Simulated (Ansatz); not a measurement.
Reaction (atomization): `[GaH2][O]/C=C/Br` → Br• + 2 C• + Ga• + 4 H• + O•

Gas-phase electronic energies from Ansatz, PBE0-D4/def2-TZVP geometries. CBS: MP2 limit from def2 TZ/QZ plus the TZ coupled-cluster correction, frozen cores. This one scheme is used for every species, atoms too. For atomizations the MP2-based limit and the directly extrapolated one differ by several kJ/mol either way, and by 10 to 25 for some Ge, Se and Sn compounds, so smaller differences from it don't rank the levels. DFT in def2-TZVPP. B3LYP here is the variant with VWN-RPA as its local correlation; programs differ in this. HSE06 is defined as in plane-wave codes. No spin–orbit coupling; open shells (•) take unrestricted orbitals. Spin–orbit coupling would lower the free atoms: a little for C, O; clearly for Br, Ga. Bonds to Br, Ga are less sure, by a few kJ/mol each and by 10 to 20 or more in all where they break to atoms, as the def2 sets lack core-valence functions. Scalar relativity is left out up to krypton. Each species was taken in one conformer, which may not be the lowest.

```
             level  ΔE (kJ/mol)  difference from CCSD(T)/CBS
            PBE-D4       3167.6                         82.0
         r2SCAN-D4       3103.4                         17.8
           PBE0-D4       3088.2                          2.6
        r2SCANh-D4       3073.8                        -11.8
        r2SCAN0-D4       3032.1                        -53.5
          BHLYP-D4       2945.2                       -140.4
      CAM-B3LYP-D4       3078.1                         -7.5
           ωB97X-V       3083.5                         -2.1
          PBE-QIDH       3069.0                        -16.6
            r2SCAN       3098.1                         12.5
             B3LYP       3024.0                        -61.6
             HSE06       3073.4                        -12.2
       HF/def2-SVP       2170.0                       -915.6
   CCSD/def2-TZVPP       2945.7                       -139.9
SCS-MP2/def2-QZVPP       3099.1                         13.5
      HF/CBS(def2)       2143.2                       -942.4
       CCSD(T)/CBS       3085.6                            0
```

Largest T1 diagnostic among the species: 0.013.

At CCSD(T), def2-SVP lies −169.1 kJ/mol from the extrapolated value and def2-TZVPP −75.8 kJ/mol: correlation converges slowly with the basis, and small sets miss more of it in the bonded molecule than in its fragments. From BLYP to BHLYP (50 % exact exchange), in def2-TZVPP and without D4, ΔE moves by −105.4 kJ/mol: exact exchange takes away binding that semilocal exchange gives to molecules.
